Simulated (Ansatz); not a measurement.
A nudged elastic band was laid between two geometries of FH + H8N2Si2 (14 atoms, charge 0, multiplicity 1).

The calculation used RKS PBE0-D4/def2-SVP in Ansatz.

```yaml
movable_images: 5
climbing_image: yes
spring: 5.0 eV/Å²
optimiser: quadratic models (default)
start_path: through a guess of the saddle point
force_threshold: 0.03 eV/Å
iteration_limit: 60
end_points: relaxed
```

Image 0:

```xyz
14
Properties=species:S:1:pos:R:3
Si -0.072 0.344 -0.126
Si 0.081 0.156 2.225
H -1.216 -0.223 2.868
H 1.083 -0.902 2.639
H 0.570 1.415 2.870
H 1.267 0.837 -0.603
N -1.168 1.552 -0.688
H -2.156 1.514 -0.466
H -0.853 2.495 -0.880
N -0.602 -1.204 -0.644
H -0.434 -2.028 -0.073
H -0.716 -1.422 -1.627
F 0.120 -3.051 1.615
H 0.576 -2.405 2.106
```

Image 6:

```xyz
14
Properties=species:S:1:pos:R:3
Si 0.207 -0.354 -0.773
Si -0.064 0.121 3.284
H -1.051 1.232 3.117
H 0.197 -0.046 4.747
H 1.211 0.472 2.598
H 1.198 0.535 -1.440
N -0.910 0.671 0.008
H -1.766 0.324 0.425
H -0.678 1.608 0.311
N -0.682 -1.486 -1.698
H -0.267 -2.373 -1.959
H -1.388 -1.188 -2.359
F 1.107 -1.293 0.213
H -0.635 -1.144 2.744
```

Task: Which bonds break or form, and what moves?

Result: Bonds broken: Si1–Si2, F13–H14. Bonds formed: Si1–F13, Si2–H14. FH + H8N2Si2 becomes FH5N2Si + H4Si.

Task: Give the energies along the band, and the barrier.

Result: The run converged. The highest image is number 2 of 0 to 6, 111.6 kJ/mol above the first end and 255.3 kJ/mol above the last; the last end lies 143.7 kJ/mol below the first. Neighbouring images differ by up to 1.9 eV, so the band resolves the path poorly. A vibrational analysis at the climbing image gives one clearly imaginary mode, 920i cm⁻¹: a first-order saddle point. The orbitals stay closed-shell, which can raise the energy where a bond breaks towards radicals; this wasn't checked here.

```
image  path coordinate (Å)  energy (kJ/mol)  Si1–Si2 (Å)  F13–H14 (Å)  Si1–F13 (Å)
    0                 0.00              0.0         2.36         0.93         3.82
    1                 2.10              6.3         2.36         0.93         3.12
    2                 4.19            111.6         2.63         1.17         2.01
    3                 5.52            -76.1         3.39         1.86         1.66
    4                 6.84           -140.3         4.01         2.36         1.63
    5                 8.17           -143.1         4.16         2.74         1.63
    6                 9.49           -143.7         4.09         3.08         1.63
```

Task: What is the geometry of the highest image?

Result: 
```xyz
14
Properties=species:S:1:pos:R:3:forces:R:3
Si 0.132 -0.312 -0.121 0.02 0.00 0.00
Si -0.058 0.099 2.475 -0.01 -0.01 0.00
H -1.549 0.176 2.531 0.00 0.00 0.01
H 0.400 -0.605 3.724 0.00 0.00 0.00
H 0.530 1.473 2.503 0.00 0.00 0.00
H 1.430 0.193 -0.628 0.00 0.00 0.00
N -0.850 1.120 -0.237 -0.01 -0.01 0.00
H -1.804 1.149 0.105 0.00 0.00 0.00
H -0.418 2.035 -0.191 0.01 0.00 0.00
N -0.888 -1.492 -0.800 -0.02 -0.01 -0.01
H -0.668 -2.478 -0.774 0.01 0.01 0.01
H -1.661 -1.241 -1.401 0.00 0.01 0.00
F 1.166 -1.874 0.609 -0.01 0.01 0.01
H 0.717 -1.165 1.423 0.01 0.00 -0.01
```

Run time: 100 s on 4 threads of AMD EPYC 9R45 96-Core Processor (Zen 5) (shared host), peak memory 0.32 GiB.
